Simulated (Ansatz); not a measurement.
CH4O2SeSi (`OC(=[Se])O[SiH3]`). The species carries charge 0 and has multiplicity 1. Correlated methods include outer-core shells of Se, which these sets cover unevenly. Scalar relativity is left out up to krypton.

```xyz
9

O     0.5274   -2.1098   -0.8077
C     0.5646   -0.8606   -0.3895
Se    2.0621    0.1353   -0.3095
O    -0.6241   -0.4556   -0.0466
Si   -0.8943    1.1225    0.5355
H     1.4312   -2.3559   -1.0473
H    -0.1573    1.3300    1.7979
H    -2.3547    1.0824    0.7740
H    -0.5549    2.1117   -0.5067
```

Give the diagnostics of a CCSD(T)/def2-TZVPP run (frozen core, Ansatz). (Best estimate.)

Ansatz gave: T1 = 0.0156, largest single amplitude 0.051, largest double 0.066, (T) share of the correlation energy 4.1 %, 10 CCSD cycles. The RHF solution is stable towards an unrestricted one. T1 lies under the customary mark of 0.02 for closed shells.
